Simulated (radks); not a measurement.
Results of a calculation; reference values are marked as such.
Q: Neutral cadmium, [Kr] 4d10 5s2. Code: a radial shooting solver on a logarithmic mesh with Libxc functionals. Model: non-relativistic Kohn-Sham, PBE, spin-polarised, spherical densities, point nucleus. Every spin shell is full or empty, so the densities are truly spherical. Functionals are evaluated on that one density, not self-consistently. Rank these exchange functionals by their error against the exact value of the orbitals, and give that value: LDA, PBE, WC, AM05, SOGGA, B86b, revTPSS, MS2, TASK.

A: Exact: -148.776 hartree. From best to worst, with 100 (|E| - |E exact|)/|E exact| (equal figures are ties): B86b +0.04, PBE -0.39, MS2 -0.54, WC -0.84, revTPSS -0.88, TASK -2.25, SOGGA -2.27, AM05 -4.55, LDA -4.89.
